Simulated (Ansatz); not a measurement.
`C[SiH]([AlH2])CF` from Hartree–Fock to CCSD(T)

| atom | x (Å) | y (Å) | z (Å) |
| --- | --- | --- | --- |
| C1 | 1.582 | -0.163 | -0.874 |
| Si2 | 0.142 | 0.434 | 0.177 |
| Al3 | -1.918 | 0.926 | -1.085 |
| C4 | -0.209 | -0.846 | 1.541 |
| F5 | 0.943 | -1.108 | 2.283 |
| H6 | 2.448 | -0.361 | -0.240 |
| H7 | 1.331 | -1.084 | -1.405 |
| H8 | 1.862 | 0.588 | -1.616 |
| H9 | 0.550 | 1.694 | 0.874 |
| H10 | -3.356 | 0.648 | -0.463 |
| H11 | -1.841 | 1.561 | -2.542 |
| H12 | -0.982 | -0.492 | 2.230 |
| H13 | -0.553 | -1.798 | 1.120 |

Charge 0, multiplicity 1. The structure was optimised at the PBE0-D4/def2-TZVP level. It is one conformer, not always the lowest. Frozen core, restricted reference, Ansatz 0.2.0. CBS rows extrapolate triple and quadruple zeta; past MP2 they add the triple-zeta difference.

```tsv
basis	HF (Eh)	MP2 corr.
def2-SVP	-710.35168	-0.63035
def2-TZVPP	-710.75408	-0.80227
def2-QZVPP	-710.77813	-0.86410
```

(1) Estimate the CCSD correlation energy and the (T) correction in each basis where they were run (hartree).

Answers

(1) 
```tsv
basis	CCSD corr.	(T)
def2-SVP	-0.69644	-0.01700
def2-TZVPP	-0.86187	-0.02970
CBS(def2)	-0.96950	as TZ
```
